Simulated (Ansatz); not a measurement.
Program: Ansatz. Geometries: PBE0-D4/def2-TZVP. ΔE: electronic, gas phase. CCSD(T)/CBS is the MP2 limit (def2-TZVPP, def2-QZVPP) plus CCSD(T) − MP2 in def2-TZVPP, frozen cores. DFT in def2-TZVPP. B3LYP here is the variant with VWN-RPA as its local correlation; programs differ in this. def2 core potentials past Kr. For I, In outer-core shells are correlated without core-valence functions, which leaves a few kJ/mol of doubt a bond.

Reaction (redistribution): `F[Si](F)(F)[SiH3]` + `[Cl][InH][I]` → `F[Si](F)([SiH3])Cl` + `[F][InH][I]`

Question: Is it downhill or uphill in electronic energy at CCSD(T)/CBS, and by how much? (Estimate.)

Answer: Ansatz gave: Uphill: ΔE = +25.7 kcal/mol.

Question: What do these levels give: BLYP-D4, B3LYP-D4, r2SCANh-D4, ωB97X-V, PBE-QIDH, PBE0, LC-ωPBE, HF/def2-TZVPP, MP2/def2-QZVPP, SCS-MP2/def2-QZVPP, MP2/CBS(def2), CCSD/CBS(def2)? (Estimate.)

Answer: Computed: BLYP-D4 22.5, B3LYP-D4 24.7, r2SCANh-D4 25.2, ωB97X-V 24.4, PBE-QIDH 26.4, PBE0 24.9, LC-ωPBE 23.6, HF/def2-TZVPP 30.5, MP2/def2-QZVPP 26.1, SCS-MP2/def2-QZVPP 26.2, MP2/CBS(def2) 25.7, CCSD/CBS(def2) 26.6 kcal/mol.

Largest T1 diagnostic among the species: 0.014.

From r2SCAN to r2SCAN0 (25 % exact exchange), in def2-TZVPP and without D4, ΔE moves by +1.9 kcal/mol. Leaving LDA and LC-ωPBE aside and taking each functional with its dispersion term where it has one, the values, not all of them listed here, spread over 6.4 kcal/mol, from revPBE-D4 to BHLYP-D4. LDA lies +1.7 kcal/mol from PBE without D4. At CCSD(T), def2-SVP lies −1.6 kcal/mol from the extrapolated value and def2-TZVPP +0.9 kcal/mol.
